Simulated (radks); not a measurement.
The molybdenum ion Mo2+ inside a hard spherical wall (all orbitals vanish at R), configuration held at [Kr] 4d4 and not refilled when levels cross. Method: scalar-relativistic Kohn-Sham, PBE, spin-polarised, spherical densities, finite nucleus; open shells are filled with parallel spins first (spin-orbit coupling, left out, can overturn this in heavy ions); Fermi nuclear charge, rms radius 4.4091 fm; computed with a radial shooting solver on a logarithmic mesh with Libxc functionals. Eigenvalues in eV for spin up, with the zero of energy where the potential of the charges vanishes at infinity; a dash marks a level that is unbound or too diffuse for the functional's potential to be trusted. A positive occupied level is held by the wall or, in an anion where self-interaction has pushed it up, behind a barrier. The pressure on the wall is -dE/dV.

R (bohr)  E (hartree)  kinetic (hartree)    e(3d)    e(4s)    e(4p)    e(4d)  e(5s, empty)  e(5p, empty)  pressure (GPa)
free      -4047.85028           4173.609  -239.47  -83.636  -57.760  -21.936       -18.342       -13.151               0
20        -4047.85028           4173.609  -239.47  -83.636  -57.760  -21.936       -18.342       -13.151        < 0.0001
15        -4047.85028           4173.609  -239.47  -83.636  -57.760  -21.936       -18.342       -13.151        < 0.0001
12        -4047.85028           4173.609  -239.47  -83.636  -57.760  -21.936       -18.342       -13.151        < 0.0001
10        -4047.85028           4173.609  -239.47  -83.636  -57.760  -21.935       -18.342       -13.148        < 0.0001
5         -4047.83986           4173.698  -239.04  -83.270  -57.413  -21.584       -17.159       -10.631            1.92
4         -4047.77732           4174.094  -237.55  -82.071  -56.279  -20.283       -13.182        -4.583            20.8
3.5       -4047.65413           4174.778  -235.53  -80.536  -54.810  -18.410        -7.544         3.044            75.7
3         -4047.29204           4176.665  -231.21  -77.442  -51.732  -14.244         4.885        18.603             316
2.5       -4046.08750           4182.501  -221.26  -70.494  -44.350   -4.196        34.290        52.773            1600
1.5       -4020.68906           4272.937  -138.83   12.144   48.041   106.68        338.51        370.32           87500
